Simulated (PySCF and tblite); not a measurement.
Results of a calculation; reference values are marked as such.
C₇H₉FOS, numbered as in [CH:1]#[C:2][C@@:3]1([F:4])[CH2:5][CH2:6][CH2:7][S@:8](=[O:9])[CH2:10]1.

Free energies: PBE0-D3(BJ)/6-31G* on GFN2-xTB structures plus GFN2-xTB thermal terms, symmetry and mirror images included. Conformers within 2.5 kcal/mol (GFN2-xTB free energy) were kept, 6 at most. GIAO shieldings: PBE0/6-31G*. Shifts are against TMS (¹H), TMS (¹³C), CFCl3 (¹⁹F) at the same level; of two unlike H on one atom, a is the less shielded. Codes: tblite and PySCF.

Predict the averaged NMR shifts at 298.15 K.

¹H: 3.67 (H10a, 1H), 3.03 (H7a, 1H), 2.71 (H10b, 1H), 2.39 (H7b, 1H), 2.23 (H5a, 1H), 2.11 (H1, 1H), 2.01 (H6a, 1H), 1.94 (H6b, 1H), 1.93 (H5b, 1H) ppm. ¹³C: 82.6 (C3), 78.2 (C1), 75.2 (C2), 64.8 (C10), 56.0 (C7), 38.7 (C5), 18.8 (C6) ppm. ¹⁹F: -146.9 (F4) ppm.

Unscaled ¹⁹F shifts at such levels can be off by tens of ppm; differences between conformers or isomers are more reliable. Shifts are unscaled: against experiment ¹³C can be off by 15 ppm or more and ¹H by 0.8 ppm.
